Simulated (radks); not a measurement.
The calcium ion Ca+, 19 electrons, occupied as [Ar] 4s1. Method: scalar-relativistic Kohn-Sham, BLYP, spin-polarised, spherical densities, finite nucleus; open shells are filled with parallel spins first; Fermi nuclear charge, rms radius 3.4776 fm; computed with a radial shooting solver on a logarithmic mesh with Libxc functionals.

Unscreened Slater integrals over Kohn-Sham orbitals (cm^-1). They are taken over the spin-up orbitals.

\begin{tabular}{lr}
integral & value \\ \hline
F0(4s,4s) & 55734 \\
F0(4s,3p) & 70876 \\
G1(4s,3p) & 5092.0 \\
F0(4s,3s) & 71502 \\
G0(4s,3s) & 3436.4 \\
F0(4s,2p) & 76640 \\
G1(4s,2p) & 1712.4 \\
F0(3p,3p) & 156450 \\
F2(3p,3p) & 78288 \\
F0(3p,3s) & 163390 \\
G1(3p,3s) & 108280 \\
F0(3p,2p) & 213790 \\
F2(3p,2p) & 39354 \\
G0(3p,2p) & 15528 \\
G2(3p,2p) & 15898 \\
F0(3s,3s) & 171300 \\
F0(3s,2p) & 228230 \\
G1(3s,2p) & 18005 \\
F0(2p,2p) & 612870 \\
F2(2p,2p) & 286250 \\
\end{tabular}
